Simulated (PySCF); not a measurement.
**BiC⁺: from constants to spectrum**

ROHF-CCSD(T) constants of BiC⁺, triplet, unpaired electrons σ ↑, π ↑ (PySCF, scalar-relativistic core potentials, basis sets Bi def2-SVP with ECP60, C def2-SVP; masses 208.9804 and 12.0000 u):

| Item | Value |
| --- | --- |
| ωe | 639.1 cm⁻¹ |
| ωexe | 4.22 cm⁻¹ |
| Be | 0.34175 cm⁻¹ |
| αe | 0.00277 cm⁻¹ |
| D (centrifugal) | 3.91e-07 cm⁻¹ |

Problem. Give the vibrational terms G(v) and spacings up to v = 6.

Solution. G(v) = ωe(v+½) − ωexe(v+½)².

```
v  G(v) (cm⁻¹)  G(v) − G(v−1)  Bv (cm⁻¹)
0          318                    0.3404
1          949            631     0.3376
2         1571            622     0.3348
3         2185            614     0.3321
4         2790            605     0.3293
5         3387            597     0.3265
6         3976            588     0.3237
```

Correlated steps freeze 5 core orbitals. Spin–orbit coupling is left out, which matters for elements this heavy, above all for dissociation energies. The CCSD T1 diagnostic is raised, a sign that a single reference may not be enough here. The state was picked by a PBE0 search and need not be the measured ground state.
